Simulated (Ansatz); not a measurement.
The cluster Ti2Cl2. The state is a singlet with charge 0. Geometry PBE-D4/def2-SVP.

```xyz
4

Ti    0.242    0.627   -0.727
Ti   -0.594   -0.764    0.207
Cl    1.556    2.367   -1.283
Cl   -1.203   -2.229    1.803
```

The restricted singlet is unstable towards broken spin symmetry in Hartree–Fock (as tested in another run); at HF/def2-TZVP this wasn't settled. The restricted singlet is unstable towards broken spin symmetry at other levels; at PBE-D4/def2-TZVP, r2SCAN-D4/def2-TZVP, PBE0-D4/def2-TZVP this wasn't settled. Another isomer (triplet) lies 0.51 eV lower at PBE0-D4/def2-TZVP; other spin states weren't run for this one.

(1) Estimate the orbital energies around the gap (eV) in Ansatz with HF/def2-TZVP, PBE-D4/def2-TZVP, r2SCAN-D4/def2-TZVP, PBE0-D4/def2-TZVP.

## Answers

(1) 
```json
{"orbital": "HOMO−5", "HF/def2-TZVP": "-12.67", "PBE-D4/def2-TZVP": "-7.87", "r2SCAN-D4/def2-TZVP": "-8.25", "PBE0-D4/def2-TZVP": "-9.28"}
{"orbital": "HOMO−4", "HF/def2-TZVP": "-12.35", "PBE-D4/def2-TZVP": "-7.68", "r2SCAN-D4/def2-TZVP": "-8.06", "PBE0-D4/def2-TZVP": "-9.04"}
{"orbital": "HOMO−3", "HF/def2-TZVP": "-12.33", "PBE-D4/def2-TZVP": "-7.67", "r2SCAN-D4/def2-TZVP": "-8.05", "PBE0-D4/def2-TZVP": "-9.03"}
{"orbital": "HOMO−2", "HF/def2-TZVP": "-10.36", "PBE-D4/def2-TZVP": "-5.87", "r2SCAN-D4/def2-TZVP": "-6.20", "PBE0-D4/def2-TZVP": "-7.22"}
{"orbital": "HOMO−1", "HF/def2-TZVP": "-10.32", "PBE-D4/def2-TZVP": "-5.86", "r2SCAN-D4/def2-TZVP": "-6.19", "PBE0-D4/def2-TZVP": "-7.19"}
{"orbital": "HOMO", "HF/def2-TZVP": "-8.25", "PBE-D4/def2-TZVP": "-5.69", "r2SCAN-D4/def2-TZVP": "-5.79", "PBE0-D4/def2-TZVP": "-6.61"}
{"orbital": "LUMO", "HF/def2-TZVP": "0.71", "PBE-D4/def2-TZVP": "-5.05", "r2SCAN-D4/def2-TZVP": "-5.02", "PBE0-D4/def2-TZVP": "-3.72"}
{"orbital": "LUMO+1", "HF/def2-TZVP": "0.72", "PBE-D4/def2-TZVP": "-5.05", "r2SCAN-D4/def2-TZVP": "-5.02", "PBE0-D4/def2-TZVP": "-3.72"}
{"orbital": "LUMO+2", "HF/def2-TZVP": "0.84", "PBE-D4/def2-TZVP": "-3.39", "r2SCAN-D4/def2-TZVP": "-3.24", "PBE0-D4/def2-TZVP": "-2.05"}
{"orbital": "LUMO+3", "HF/def2-TZVP": "1.60", "PBE-D4/def2-TZVP": "-3.39", "r2SCAN-D4/def2-TZVP": "-3.24", "PBE0-D4/def2-TZVP": "-1.85"}
{"orbital": "LUMO+4", "HF/def2-TZVP": "1.96", "PBE-D4/def2-TZVP": "-2.90", "r2SCAN-D4/def2-TZVP": "-2.87", "PBE0-D4/def2-TZVP": "-1.85"}
{"orbital": "LUMO+5", "HF/def2-TZVP": "2.52", "PBE-D4/def2-TZVP": "-2.24", "r2SCAN-D4/def2-TZVP": "-1.99", "PBE0-D4/def2-TZVP": "-1.60"}
```
